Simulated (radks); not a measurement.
Charge is removed step by step from the 3p down level of the potassium ion K3+, starting from [Ne] 3s2 3p(up 3, down 1). All-electron calculation, scalar-relativistic Kohn-Sham, PBEsol, spin-polarised, spherical densities, finite nucleus; Fermi nuclear charge, rms radius 3.4349 fm. Program: a radial shooting solver on a logarithmic mesh with Libxc functionals. At the starting occupation the eigenvalue is -53.105 eV. Estimate the energy to remove one whole electron from this level, the eigenvalue at the end, and how far E(n) bends from a straight line.

Answer. Delta-SCF 60.623 eV; final eigenvalue -68.177 eV; the deviation from the straight line is -1.886 eV at 0.5 electron removed, the largest on the grid computed. Slater's transition state (half an electron removed) gives 60.622 eV. Integrating minus the eigenvalue over the occupation (Janak's theorem) gives 60.629 eV. In this scalar-relativistic scheme the density is built from large components alone, so the theorem holds only approximately. The mean slope of the eigenvalue, de/dn, is 15.1 eV per electron. Ionisation energy of K3+ in the NIST Atomic Spectra Database: 60.92 eV (semi-empirical).
